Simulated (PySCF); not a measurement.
# Dipole moment and polarisability of CHF(COOEt)2

CHF(COOEt)2, C7H11FO4.
Geometry (PBE0-D3(BJ)/def2-SVP, Å), atoms numbered from 1 in this order:
```xyz
23
C7H11FO4 angstrom
C     -4.0823    0.5521   -0.3790
C     -2.7516    1.1588   -0.0004
O     -1.8486    0.1736    0.5130
C     -1.1547   -0.5270   -0.3730
O     -1.2634   -0.4629   -1.5647
C     -0.1496   -1.4305    0.3363
F      0.1028   -2.5173   -0.4270
C      1.1103   -0.6166    0.6249
O      1.0837    0.4047    1.2579
O      2.1872   -1.1785    0.1045
C      3.4291   -0.4899    0.2959
C      3.6124    0.6129   -0.7202
H     -4.7784    1.3450   -0.6909
H     -3.9652   -0.1501   -1.2165
H     -4.5280    0.0194    0.4742
H     -2.2809    1.6513   -0.8643
H     -2.8550    1.8882    0.8141
H     -0.5700   -1.7343    1.3097
H      4.1947   -1.2699    0.1888
H      3.4591   -0.0933    1.3218
H      2.8578    1.3999   -0.5814
H      3.5333    0.2195   -1.7442
H      4.6069    1.0683   -0.6003
```

Level: CAM-B3LYP/def2-SVPD (PySCF), static field, nuclei fixed, core orbitals frozen in the response. The polarisability tensor in these axes (au):

```
x   116.57  -5.86  -1.21
y    -5.86  90.18   2.66
z    -1.21   2.66  88.24
```

Diagonalise the tensor; give its mean and Δα, where Δα² is half the sum of the squared differences of the eigenvalues.

Principal values 86.15, 90.92 and 117.92 au; mean 98.33 au = 14.57 Å³ = 16.21 × 10⁻⁴⁰ C²·m²/J; Δα = 29.67 au (30 % of the mean).

What is the dipole moment, and where does it point?

(0.22, 1.15, 1.40) D, 1.82 D in size, pointing from the negative to the positive side. Measured along this direction, the outermost atoms are F7 at the negative end and H17 and H20 at the positive end.

Give the principal axes and the span of the nuclei along them.

Largest value along (0.98, -0.21, -0.06), where the nuclei span 9.26 Å; middle along (0.20, 0.74, 0.64), 3.59 Å; least along (-0.09, -0.64, 0.76), 3.96 Å. The strongest response lies along the longest span, while the other two are in reverse order.

Refractivity n − 1 of an ideal gas of it at 298.15 K and 1 atm, from the electronic α?

N = p/kT = 2.4615 × 10¹⁹ cm⁻³, so n − 1 = 2π × N × 14.57 × 10⁻²⁴ cm³ = 2254 × 10⁻⁶ at long wavelengths, for an ideal gas.

Estimate the molar refractivity from the static electronic polarisability.

Lorentz–Lorenz: R = (4π/3)N_A α = 2.5225 cm³/(mol·Å³) × 14.57 Å³ = 36.8 cm³/mol, in the limit of long wavelengths.

Sum over states: ᾱ = Σ f/ω², ω in Eh. What share falls to these 10 lowest TDDFT singlets (eV, f)? 5.84, 0.0054; 5.90, 0.0014; 7.70, 0.0111; 7.85, 0.0162; 7.92, 0.0168; 7.99, 0.1227; 8.28, 0.1563; 8.34, 0.0252; 8.39, 0.0039; 8.42, 0.0066.

They add up to 4.17 au, 4.2 % of the 98.33 au; the largest single term is 1.69 au, from the state at 8.28 eV. Terms in order: 0.12, 0.03, 0.14, 0.19, 0.20, 1.42, 1.69, 0.27, 0.04, 0.07 au. Higher excitations give the rest. The strengths listed sum to 0.366.

What depolarisation ratio follows for Rayleigh scattering of linearly polarised light, taking the static tensor?

ρ = 3Δα²/(45ᾱ² + 4Δα²) = 2640.5/(435084 + 3520.6) = 0.00602.

Geometry: PBE0-D3(BJ)/def2-SVP, one conformer, isolated molecule.
